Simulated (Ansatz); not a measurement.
Diatomic NiB, multiplicity 4 (an upper state: multiplicity 2 came lower at PBE0/def2-TZVPP). No spin–orbit coupling. Ni is treated without relativity.

Seven points along R, fitted to fifth degree in 1/R; most abundant isotopes. Runs in def2 and cc sets follow the lowest solution found near the PBE0 minimum.

Codes used: Ansatz (Gaussian basis) for Hartree–Fock, density functionals and correlated methods. Each number belongs to the level named beside it.

What bond length and harmonic frequency does PBE/def2-TZVPP give?

r_e = 1.829 Å, ω_e = 629 cm⁻¹.

What bond length and harmonic frequency does PBE0/def2-TZVPP give?

r_e = 1.854 Å, ω_e = 583 cm⁻¹.

What bond length and harmonic frequency does wB97X-V/def2-TZVPP give?

r_e = 1.870 Å, ω_e = 566 cm⁻¹.

Ansatz is a first-principles code.
